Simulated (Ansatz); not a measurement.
Isolated molecules relaxed with PBE0-D4/def2-TZVP in Ansatz; ΔE leaves out vibrations. CCSD(T)/CBS is the MP2 limit (def2-TZVPP, def2-QZVPP) plus CCSD(T) − MP2 in def2-TZVPP, frozen cores. This one scheme is used for every species, atoms too. DFT in def2-TZVPP. B3LYP here is the variant with VWN-RPA as its local correlation; programs differ in this. No spin–orbit coupling; open shells (•) take unrestricted orbitals. Spin–orbit coupling would lower the free atoms: a little for C, Si. One conformer a species, not always the lowest.

`NCN[SiH2]N` → C• + 9 H• + 3 N• + Si•  (atomization)

`NCN[SiH2]N`:

```xyz
14

N     0.753   -2.415    0.103
C     0.853   -0.972    0.208
N    -0.452   -0.404    0.387
Si   -1.039    1.013   -0.379
N    -0.462    2.564    0.077
H     0.251   -2.668   -0.740
H     1.671   -2.842    0.065
H     1.523   -0.759    1.053
H     1.299   -0.486   -0.675
H    -0.957   -0.818    1.156
H    -0.679    0.909   -1.818
H    -2.499    0.991   -0.112
H    -0.654    2.958    0.984
H     0.392    2.931   -0.309
```

| level | ΔE (kcal/mol) | difference from CCSD(T)/CBS |
| --- | --- | --- |
| PBE-D4 | 1192.5 | 19.1 |
| r2SCAN-D4 | 1164.8 | -8.6 |
| PBE0-D4 | 1170.0 | -3.4 |
| B3LYP-D4 | 1179.1 | 5.7 |
| ωB97X-V | 1180.1 | 6.7 |
| ωB97M-V | 1179.2 | 5.8 |
| B2PLYP | 1161.3 | -12.1 |
| PBE | 1186.4 | 13.0 |
| r2SCAN | 1163.2 | -10.2 |
| PBE0 | 1164.8 | -8.6 |
| B3LYP | 1169.3 | -4.1 |
| HF/def2-TZVPP | 808.6 | -364.8 |
| MP2/def2-TZVPP | 1145.0 | -28.4 |
| SCS-MP2/def2-TZVPP | 1153.6 | -19.8 |
| CCSD/def2-TZVPP | 1119.2 | -54.2 |
| CCSD(T)/def2-TZVPP | 1135.7 | -37.7 |
| HF/def2-QZVPP | 811.4 | -362.0 |
| MP2/def2-QZVPP | 1167.7 | -5.7 |
| SCS-MP2/def2-QZVPP | 1179.6 | 6.2 |
| HF/CBS(def2) | 811.8 | -361.6 |
| MP2/CBS(def2) | 1182.8 | 9.4 |
| CCSD/CBS(def2) | 1157.0 | -16.4 |
| CCSD(T)/CBS | 1173.4 | 0 |

Largest T1 diagnostic among the species: 0.012.

The D4 term adds +9.8 kcal/mol with B3LYP and +5.2 kcal/mol with PBE0; it sums over pairs of atoms, weighted by their polarisabilities, and B3LYP, whose exchange is more repulsive, gets the larger term. From PBE to PBE0 (25 % exact exchange), in def2-TZVPP and without D4, ΔE moves by −21.6 kcal/mol: exact exchange takes away binding that semilocal exchange gives to molecules.

For atomizations the MP2-based limit and the directly extrapolated one differ by several kJ/mol either way, and by 10 to 25 for some Ge, Se and Sn compounds, so smaller differences from it don't rank the levels.
